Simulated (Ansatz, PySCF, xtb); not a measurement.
Reaction R1 → P1, each structure at its B3LYP-D3(BJ)/def2-TZVP stationary point, reached from a drawn start; harmonic modes at that level show minima.
R1, C2H3N (SMILES CC#N) (charge 0, multiplicity 1):
```
atom    x (Å)    y (Å)    z (Å)
----  -------  -------  -------
C     -0.4885   0.0037  -0.0081
C      0.9657  -0.0074   0.0159
N      2.1148  -0.0162   0.0350
H     -0.8587  -0.7598  -0.6926
H     -0.8821  -0.1975   0.9885
H     -0.8512   0.9772  -0.3388
```
P1, C2H3N (SMILES [C-]#[N+]C) (charge 0, multiplicity 1):
```xyz
6

C     -0.4821     0.0077    -0.0106
N      0.9354    -0.0149     0.0206
C      2.0994    -0.0334     0.0462
H     -0.8457    -0.6917    -0.7631
H     -0.8772    -0.2783     0.9638
H     -0.8298     1.0106    -0.2570
```

```csv
level,reaction energy (kJ/mol),minus CCSD(T)/cc-pVQZ
GFN1-xTB,150.2,49.0
GFN2-xTB,98.9,-2.4
HF/cc-pVDZ,86.4,-14.8
HF/cc-pVTZ,82.9,-18.3
HF/cc-pVQZ,82.5,-18.7
SVWN5/def2-TZVPP,103.2,1.9
PBE/def2-TZVPP,104.5,3.2
PBE-D3(BJ)/def2-TZVPP,104.1,2.8
PBE-D4/def2-TZVPP,104.1,2.8
BLYP/def2-TZVPP,100.7,-0.6
BLYP-D4/def2-TZVPP,99.6,-1.7
revPBE/def2-TZVPP,104.1,2.8
revPBE-D3(BJ)/def2-TZVPP,102.9,1.7
r2SCAN/def2-TZVPP,103.8,2.6
r2SCAN-D3(BJ)/def2-TZVPP,103.7,2.4
r2SCAN-D4/def2-TZVPP,103.7,2.5
B97M-V/def2-TZVPP,101.7,0.5
B3LYP/def2-TZVPP,98.5,-2.8
B3LYP-D3(BJ)/def2-TZVPP,97.8,-3.5
B3LYP-D4/def2-TZVPP,97.8,-3.5
BHLYP-D4/def2-TZVPP,93.3,-7.9
M06-2X/def2-TZVPP,92.2,-9.1
CAM-B3LYP-D3(BJ)/def2-TZVPP,95.8,-5.4
CAM-B3LYP-D4/def2-TZVPP,95.8,-5.5
wB97X-V/def2-TZVPP,95.8,-5.4
wB97M-V/def2-TZVPP,94.2,-7.0
B2PLYP/def2-TZVPP,103.4,2.2
B2PLYP-D4/def2-TZVPP,103.1,1.9
MP2/cc-pVDZ,114.3,13.1
MP2/cc-pVTZ,112.4,11.2
MP2/cc-pVQZ,112.3,11.1
SCS-MP2/cc-pVDZ,109.4,8.2
SCS-MP2/cc-pVTZ,107.6,6.4
SCS-MP2/cc-pVQZ,107.7,6.4
CCSD/cc-pVDZ,101.1,-0.1
CCSD/cc-pVTZ,99.9,-1.3
CCSD/cc-pVQZ,99.8,-1.4
CCSD(T)/cc-pVDZ,102.0,0.8
CCSD(T)/cc-pVTZ,101.3,0.1
CCSD(T)/cc-pVQZ,101.2,0.0
```

 The comparison column counts from a level with limits of its own.

P less R. No zero-point or thermal terms.

Frozen-core correlation throughout.

Run with Ansatz (an electronic-structure program); PySCF for M06-2X and the D3/D4 terms; xtb for the GFN methods. No computed number here is a measurement.
